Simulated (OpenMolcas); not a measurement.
**Lines of Ru I: computed and rescaled rates**

| Quantity | Value |
| --- | --- |
| Program | OpenMolcas 26.06 |
| Method | MS-CASPT2, IPEA 0.25 Eh, imaginary shift 0.1 Eh (closed shells correlated: 4s 4p) |
| Basis | ANO-R3 [8s6p5d3f2g1h] |
| Scalar Hamiltonian | X2C, finite nucleus |
| Active space | 8 electrons in 6 orbitals (4d 5s) |
| State averaging | 2S+1 = 5 even, 15 roots; 2S+1 = 3 even, 75 roots kept (CI in the orbitals of an earlier block); 2S+1 = 1 even, 57 roots kept (CI in the orbitals of an earlier block) |
| Spin-orbit coupling | state interaction with AMFI integrals over the reference wave functions, term energies averaged over their components |

Rates come from the transition moments of the reference wave functions (E1 and E2 in the length form). At fixed line strength A goes as λ^-3 for E1 and M1 and as λ^-5 for E2, so a rate at the computed wavelength can be rescaled to the measured one. Measured vacuum wavelengths follow from level energies in NIST Handbook of Basic Atomic Spectroscopic Data. Branching counts decays inside the model space alone, at computed energies, and the table is only a selection of the E2 and M1 lines, drawn from those between levels with measured partners whose computed energy lies within a factor of 1.5 of the measured one.

```
      Upper        Lower  Type  λ computed (nm)  λ measured (nm)  A computed (s-1)  A rescaled (s-1)  Branching %
 4d⁷ 5s ⁵F₁   4d⁷ 5s ⁵F₂    M1            24390            25490          7.36e-03          6.45e-03        100.0
4d⁶ 5s² ⁵D₂  4d⁶ 5s² ⁵D₃    M1            16440            20740          1.40e-02          6.97e-03         71.9
 4d⁷ 5s ⁵F₂   4d⁷ 5s ⁵F₃    M1            15280            16080          2.69e-02          2.31e-02        100.0
 4d⁷ 5s ⁵F₃   4d⁷ 5s ⁵F₄    M1            10600            11100          5.98e-02          5.21e-02        100.0
4d⁶ 5s² ⁵D₃  4d⁶ 5s² ⁵D₄    M1             8806             9155          4.90e-02          4.36e-02         90.0
 4d⁷ 5s ⁵F₄   4d⁷ 5s ⁵F₅    M1             8254             8399          6.94e-02          6.59e-02        100.0
4d⁶ 5s² ⁵D₀   4d⁷ 5s ⁵F₂    E2             2139             1475          2.65e-03          1.70e-02         61.3
4d⁶ 5s² ⁵D₁   4d⁷ 5s ⁵F₃    E2             1946             1432          2.63e-03          1.22e-02         27.3
4d⁶ 5s² ⁵D₄   4d⁷ 5s ⁵F₅    M1             1942             1336          6.39e-03                           60.3
4d⁶ 5s² ⁵D₄   4d⁷ 5s ⁵F₅    E2             1942             1336          2.64e-03          1.71e-02         25.0
 4d⁷ 5s ⁵P₃   4d⁷ 5s ⁵F₅    E2             1075             1140          2.45e-02          1.83e-02         58.8
```

Spin-changing lines and M1 lines between different terms are not rescaled, since their strength hangs on the term gaps too.

The largest correction is for 4d⁶ 5s² ⁵D₄ → 4d⁷ 5s ⁵F₅ (E2): 2.64e-03 × (1942 / 1336)^5 = 1.71e-02 s-1, a factor of 6.49.

The computed rate and branching of 4d⁷ 5s ⁵F₄ → 4d⁷ 5s ⁵F₅ give the upper level a radiative lifetime of 1.000 / 6.94e-02 s-1 = 1.44e+01 s, counting decays inside the model space alone. The rescaled rate gives about 1.5e+01 s.

The computed order of these levels differs from the measured one in 1 place, and where term gaps are wrong the rates of spin-changing lines can be off by large factors.

No measured rate stands beside these. Rescaling mends the energy factor alone: line strengths can still be far off where a level mixes with configurations outside the active space, and weak or spin-changing lines hang on small mixing coefficients that depend on the term gaps too, so rescaling need not improve them.

Term energies are means over components that CASPT2 splits; among the terms shown or strongly mixed into the levels shown the widest spread is 1200 cm-1 (4d⁷ 5s ⁵F). Blocks of more than 70 roots (2S+1 = 3 even) ran without multistate coupling. Configurations are named by rounded mean occupations; where the s occupation lies near a half they are strongly mixed, a name can repeat and a true partner stay unpaired. A single d shell beside an s shell can misplace configurations of different d count against each other. Measured partners are found by configuration, term and J. A level has none where our copy of the source lacks it or the pairing is in doubt (some pairs that miss far off the trend of their configuration count as doubtful). Levels of configurations outside the active space are missing.
